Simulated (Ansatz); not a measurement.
Program: Ansatz 0.2.0.

Basis-set series for `C[O][Ge][NH2]`. Total charge 0; spin multiplicity 1. The structure was optimised at the PBE0-D4/def2-TZVP level. It is one conformer, not always the lowest.

```json
{"functional": "PBE0-D4", "basis": "def2-SVP", "functions": "99", "energy (Eh)": "-2247.27820", "HOMO (eV)": "-6.83", "LUMO (eV)": "-0.86"}
{"functional": "PBE0-D4", "basis": "def2-QZVPP", "functions": "410", "energy (Eh)": "-2247.80158", "HOMO (eV)": "-7.04", "LUMO (eV)": "-1.18"}
{"functional": "ωB97M-V", "basis": "def2-SVP", "functions": "99", "energy (Eh)": "-2247.54418", "HOMO (eV)": "-9.04", "LUMO (eV)": "1.13"}
{"functional": "ωB97M-V", "basis": "def2-QZVPP", "functions": "410", "energy (Eh)": "-2248.07232", "HOMO (eV)": "-9.26", "LUMO (eV)": "0.63"}
```

Question: Give the rows for def2-TZVPP. (Estimate.)

Answer: The calculation gave: 
```json
{"functional": "PBE0-D4", "basis": "def2-TZVPP", "functions": "211", "energy (Eh)": "-2247.74599", "HOMO (eV)": "-6.96", "LUMO (eV)": "-1.06"}
{"functional": "ωB97M-V", "basis": "def2-TZVPP", "functions": "211", "energy (Eh)": "-2248.01827", "HOMO (eV)": "-9.19", "LUMO (eV)": "0.88"}
```

Positive LUMOs are unbound and depend on the basis. Scalar relativity is left out up to krypton.
